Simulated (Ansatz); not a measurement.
Task: Name a neutral molecule of C, F, Ge, O and H with size of the dipole moment (B3LYP/def2-TZVPP) between 1.90 and 2.20 D and HOMO energy (ωB97M-V/def2-TZVPP) between -11.25 and -10.95 eV (Ansatz, PBE0-D4/def2-TZVP geometry).

Result: `C[O][Ge]([C](F)(F)F)([C](F)(F)F)[C](F)(F)F` (2.07 D, -11.20 eV). Other molecules can fit too; these were computed, each in one conformer that needn't be the lowest.

B3LYP here is the variant with VWN-RPA as its local correlation; programs differ in this.
